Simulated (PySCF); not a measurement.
**Dipole response of Ge⁻ (germanium, charge -1)**

[Ar] 3d10 4s2 4p3, high-spin 4S determinant. Calculation: PySCF 2.14, in aug-cc-pwCVTZ-PP with ECP10MDF; scalar relativity through the core potential. Coupled (time-dependent) response in atomic units; α is the mean over directions.

```
 method  mean α (bohr³)  C₆ (like pair)  S(−4)
wB97M-V           147.6            2131  14400
```

S(−4) is the Cauchy moment in α(ω) = α(0) + S(−4) ω² + …

α(iu) at wB97M-V:

```csv
u (hartree),α(iu) (bohr³)
0,147.6
0.0500,121.5
0.100,87.49
0.200,48.67
0.300,30.22
0.500,14.78
0.750,7.919
1.00,5.028
1.50,2.665
2.00,1.720
3.00,0.9464
5.00,0.4520
```

For an ion, C₆ is the dispersion term alone; charge-induced terms of lower order in 1/R come first.

Energies and moments cover only the electrons outside the core potential.
